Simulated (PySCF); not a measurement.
Atoms are numbered as in `[CH2:1]=[C:2]([CH3:3])/[CH:4]=[N:5]\[SiH2:6][C:7](=[CH2:8])[CH3:9]`; H(Xn) means a hydrogen on atom n. Ha(C1) is cis to C3; Ha(C8) is cis to Si6; Hb(C1) is trans to C3; Hb(C8) is trans to Si6.

GIAO PBE0/pcSseg-1 shifts (PySCF, gas phase, non-relativistic, equivalent atoms averaged), each against references optimised in the same way as the molecule (TMS, NH3).

On the GFN2-xTB geometry: C4 179.9, C2 147.9, C7 147.9, C8 133.3, C1 124.7, C9 26.5, C3 23.5, N5 380.1, Si6 -52.6, H(C4) 9.11, Hb(C8) 6.11, H(Si6) 5.51, Hb(C1) 5.38, Ha(C1) 5.34, Ha(C8) 5.26, H(C3) 2.11, H(C9) 2.10 ppm.

Question: What changes on the PBE0-D3(BJ)/def2-SVP geometry?

Answer: 
```json
{"atoms": "C4", "δ (ppm)": "184.3", "change": "+4.4"}
{"atoms": "C2", "δ (ppm)": "148.4", "change": "+0.5"}
{"atoms": "C7", "δ (ppm)": "149.6", "change": "+1.7"}
{"atoms": "C8", "δ (ppm)": "137.5", "change": "+4.2"}
{"atoms": "C1", "δ (ppm)": "127.2", "change": "+2.5"}
{"atoms": "C9", "δ (ppm)": "24.4", "change": "-2.1"}
{"atoms": "C3", "δ (ppm)": "21.8", "change": "-1.7"}
{"atoms": "N5", "δ (ppm)": "385.3", "change": "+5.2"}
{"atoms": "Si6", "δ (ppm)": "-44.6", "change": "+8.0"}
{"atoms": "H(C4)", "δ (ppm)": "9.04", "change": "-0.07"}
{"atoms": "Hb(C8)", "δ (ppm)": "6.03", "change": "-0.08"}
{"atoms": "H(Si6)", "δ (ppm)": "5.18", "change": "-0.33"}
{"atoms": "Hb(C1)", "δ (ppm)": "5.32", "change": "-0.06"}
{"atoms": "Ha(C1)", "δ (ppm)": "5.26", "change": "-0.08"}
{"atoms": "Ha(C8)", "δ (ppm)": "5.49", "change": "+0.23"}
{"atoms": "H(C3)", "δ (ppm)": "1.97", "change": "-0.14"}
{"atoms": "H(C9)", "δ (ppm)": "1.98", "change": "-0.12"}
```

Part of each change is the reference's own: σ(TMS, C) goes from 186.9 to 184.4 ppm, σ(NH3, N) goes from 267.7 to 265.7 ppm, σ(TMS, Si) goes from 349.2 to 352.0 ppm, σ(TMS, H) goes from 31.72 to 31.27 ppm.

Bonds between heavy atoms that differ most (equivalent bonds averaged): N5–Si6 1.711 → 1.746 Å, C2–C4 1.469 → 1.486 Å, C7–C8 1.325 → 1.340 Å, C4–N5 1.254 → 1.266 Å, C1–C2 1.329 → 1.341 Å. Mean change of bonds to hydrogen: C–H +0.015 Å, Si–H +0.029 Å. The two structures also differ in conformation, which adds to the changes.
